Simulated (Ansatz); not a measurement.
`C[O][AlH][Br]` + H–F → `C[O][AlH][F]` + HBr at 298.15 K and 1 bar (ligand exchange at the Al–Br bond).

Isolated molecules relaxed with PBE0-D4/def2-TZVP in Ansatz; ΔE leaves out vibrations. CCSD(T)/CBS is the MP2 limit (def2-TZVPP, def2-QZVPP) plus CCSD(T) − MP2 in def2-TZVPP, frozen cores. This one scheme is used for every species. For Br outer-core shells are correlated without core-valence functions, which leaves a few kJ/mol of doubt a bond. Scalar relativity is left out up to krypton. One conformer a species, not always the lowest.

| species | CCSD(T)/CBS energy (Eh) | H − E (kJ/mol) | S (J/(mol·K)) |
| --- | --- | --- | --- |
| `C[O][AlH][Br]` | -2931.07194 | 151.4 | 344.8 |
| H–F | -100.39570 | 33.5 | 173.6 |
| `C[O][AlH][F]` | -457.55503 | 153.7 | 324.2 |
| HBr | -2573.91920 | 24.6 | 198.6 |

H − E and S are ideal-gas, rigid-rotor, harmonic terms from PBE0-D4/def2-TZVP, for one conformer and one mirror image of each species. 1 Eh = 2625.50 kJ/mol, R = 8.31446 J/(mol·K).

**Question.** By hand: ΔE, ΔH, ΔS and ΔG.

**Answer.** ΔE = (-457.55503) + (-2573.91920) − (-2931.07194) − (-100.39570) = -0.00659 Eh = -17.3 kJ/mol. Δ(H − E) = 153.7 + 24.6 − 151.4 − 33.5 = -6.6, so ΔH = -23.9 kJ/mol. ΔS = 324.2 + 198.6 − 344.8 − 173.6 = 4.4 J/(mol·K). ΔG = -23.9 − 298.15 × (4.4)/1000 = -25.2 kJ/mol.

**Question.** By hand: the equilibrium constant, and the temperature at which ΔG would vanish if ΔH and ΔS stayed fixed.

**Answer.** log₁₀ K = −ΔG/(RT ln 10) = 4.4. ΔH and −TΔS have one sign here, so there is no such temperature.

The number of gas molecules stays the same, so ΔS is small and ΔH decides. A doubt of 5 kJ/mol in ΔE shifts log₁₀ K by 0.9 here. Other conformers and mirror images would add mixing entropy, several J/(mol·K) or more a flexible species. These are equilibria of isolated gas molecules and say nothing of rates. Largest T1 diagnostic: 0.013 (customary marks: 0.02 for closed shells, 0.045 for open ones).

ΔS is within the doubt of such terms, so its sign, and with it that verdict, could turn.
